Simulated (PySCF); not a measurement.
PySCF input for C4H8OSi, SMILES O1C(=C[C@@H]1[SiH3])C, KT2/pcSseg-1. Geometry: B3LYP-D3(BJ)/def2-SVP. The structure was generated by enumeration; whether it is a known compound was not checked.

```python
import numpy as np
from pyscf import gto, scf, dft
from pyscf.prop.nmr import rks as nmr

mol = gto.M(
    atom='''
    C     2.57808320    0.61072622    0.54977028
    C     1.30359861    0.16573351   -0.05740499
    C     0.51018844    0.41525284   -1.11989568
    C    -0.44909856   -0.60734422   -0.55566557
    Si   -2.07355355    0.04395014    0.18541976
    O     0.52274353   -0.80961319    0.54472647
    H     2.40342735    1.02510836    1.55679313
    H     3.27446006   -0.23722985    0.65863474
    H     3.05088692    1.38155901   -0.07435148
    H     0.52439372    1.07564338   -1.98196759
    H    -0.56771351   -1.54418393   -1.12698073
    H    -1.76540749    1.23340101    1.02503681
    H    -2.73060659   -1.01135744    1.00953863
    H    -2.99826921    0.43245275   -0.92121593
    ''',
    basis='pcSseg-1',
    charge=0,
    spin=0,
    max_memory=1600,
    verbose=3,
)
mf = dft.RKS(mol, xc='kt2')
mf.grids.level = 3
mf.conv_tol = 1e-10
mf.max_cycle = 100
mf.kernel()
n = nmr.NMR(mf)
n.verbose = 2
n.max_cycle_cphf = 60
sigma = n.kernel()
print('atom   isotropic/ppm   span/ppm')
for i, s in enumerate(sigma):
    w = np.linalg.eigvalsh((s + s.T) / 2)
    print(f'{mol.atom_symbol(i):2s}{i + 1:3d} {w.mean():14.3f} {w[2] - w[0]:11.3f}')
```

Log of the run:

```
converged SCF energy = -528.243383450279
atom   isotropic/ppm   span/ppm
C   1        165.219      35.757
C   2         21.550     126.870
C   3         79.910     128.629
C   4        100.513      79.674
Si  5        428.333      90.032
O   6        119.431     182.903
H   7         29.083       9.234
H   8         29.043       9.601
H   9         29.478       8.332
H  10         25.548       2.532
H  11         25.607       4.485
H  12         27.655       6.649
H  13         26.899       7.986
H  14         27.236       7.798
```

The calculation finished and met its thresholds.
